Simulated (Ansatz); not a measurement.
`[F][Ge]([F])([I])[I]` → `[F][Ge][F]` + I₂ at 600 K and 1 bar (germylene formation by 1,1-elimination).

Isolated molecules relaxed with PBE0-D4/def2-TZVP in Ansatz; ΔE leaves out vibrations. CBS: MP2 limit from def2 TZ/QZ plus the TZ coupled-cluster correction, frozen cores. def2 core potentials past Kr. For Ge, I outer-core shells are correlated without core-valence functions, which leaves a few kJ/mol of doubt a bond. Scalar relativity is left out up to krypton.

| species | CCSD(T)/CBS energy (Eh) | H − E (kJ/mol) | S (J/(mol·K)) |
| --- | --- | --- | --- |
| `[F][Ge]([F])([I])[I]` | -2870.73070 | 68.0 | 452.0 |
| `[F][Ge][F]` | -2275.77030 | 37.2 | 307.1 |
| I₂ | -594.89268 | 22.6 | 285.9 |

H − E and S are ideal-gas, rigid-rotor, harmonic terms from PBE0-D4/def2-TZVP. 1 Eh = 2625.50 kJ/mol, R = 8.31446 J/(mol·K).

Q: By hand: ΔE, ΔH, ΔS and ΔG.

A: ΔE = (-2275.77030) + (-594.89268) − (-2870.73070) = 0.06772 Eh = 177.8 kJ/mol. Δ(H − E) = 37.2 + 22.6 − 68.0 = -8.2, so ΔH = 169.6 kJ/mol. ΔS = 307.1 + 285.9 − 452.0 = 141.0 J/(mol·K). ΔG = 169.6 − 600 × (141.0)/1000 = 85.0 kJ/mol.

Q: By hand: the equilibrium constant, and the temperature at which ΔG would vanish if ΔH and ΔS stayed fixed.

A: log₁₀ K = −ΔG/(RT ln 10) = -7.4. ΔG = 0 at ΔH/ΔS = 1203 K.

The number of gas molecules changes by +1, which sets the sign of ΔS. A doubt of 5 kJ/mol in ΔE shifts log₁₀ K by 0.4 here. These are equilibria of isolated gas molecules and say nothing of rates. Largest T1 diagnostic: 0.015 (customary marks: 0.02 for closed shells, 0.045 for open ones).
